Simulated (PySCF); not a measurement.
Calculation: PySCF with TPSSh-D3(BJ)/def2-TZVP // B3LYP-D3(BJ)/def2-TZVP. Isolated molecules, 0 K electronic values unless said otherwise. Delta-SCF ions had no search for a lower state. Excitations are Tamm–Dancoff values on a coarser integration grid. The basis has no diffuse functions, so Rydberg states are missing or too high.

Reference species (SMILES): `[CH3][Al]([CH3])[CH3]` (neutral, multiplicity 1).

The vertical ionisation energy (Delta-SCF) is 9.38 eV. The S1–T1 gap (TDA) comes out as 0.29 eV.

Changed species: `[NH2][Al]([NH2])[NH2]` (3 of 3 CH3 replaced by NH2; the reference has 0 of 3 CH3 replaced by NH2).

**Question.** What does the change do to the vertical ionisation energy (Delta-SCF) and S1–T1 gap (TDA)?

**Answer.** the vertical ionisation energy (Delta-SCF) drops by 0.90 eV, to 8.48 eV; the S1–T1 gap (TDA) decreases by 0.04 eV, to 0.25 eV.
